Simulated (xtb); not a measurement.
H2O2S2, SMILES S(SO)O. All values are semi-empirical tight-binding results from xtb (GFN2-xTB unless named), good for trends rather than for accurate numbers. Geometry optimised at GFN2-xTB. One conformer was computed; it need not be the lowest.

Optimised geometry:

Bonded distances (Å): O1–S2 1.676, O1–H5 0.963, S2–S3 1.978, S3–O4 1.676, O4–H6 0.963. Bond angles (°): S2–O1–H5 110.5, O1–S2–S3 106.4, S2–S3–O4 106.4, S3–O4–H6 110.5.
Charge 0, spin multiplicity 1.

| Quantity | Result |
|---|---|
| point group as xtb finds it | C2 |
| orbital gap | 4.26 eV |
| zero-point energy | 17.6 kcal/mol |
| G − E(el) at 298.15 K (modified RRHO) | -0.5 kcal/mol |
| static polarisability (D4 model) | 54.4 bohr³ |
| solvation energy, GFN2-xTB/ALPB(water) | -8.9 kcal/mol |
| solvation energy, GFN2-xTB/ALPB(benzene) | -5.7 kcal/mol |

Computed atomic charges and the Wiberg bond orders between heavy atoms:
charges (e) O1 -0.41, S2 0.10, S3 0.10, O4 -0.41, H5 0.31, H6 0.31. Bond orders O1–S2 1.14, S2–S3 1.40, S3–O4 1.14.
